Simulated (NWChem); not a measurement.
Species: ZnSiH3OCl; SMILES [SiH3][O][Zn][Cl]

```xyz
7

Zn     0.2002    -0.4832     0.0006
Cl    -0.3943    -2.4856    -0.0013
O      0.7861     1.1579     0.0022
Si     0.1431     2.6765    -0.0010
H     -0.7071     2.9143    -1.2050
H      1.2448     3.6752     0.0013
H     -0.7140     2.9165     1.1977
```
Atoms are numbered in this order, from 1.

All runs: NWChem. Pople sets run with spherical d functions. Geometry: optimised at B3LYP/6-31G* (spherical d). Field at 589 nm.

**Question.** Among these, which level gives the highest value of “anisotropy (bohr³)”?
(A) B3LYP/def2-SVP
(B) B3LYP/6-31G*
(C) B3LYP/def2-SVPD

**Answer.** B, B3LYP/6-31G*. Values: B3LYP/def2-SVPD 33.8; B3LYP/def2-SVP 38.0; B3LYP/6-31G* 39.2
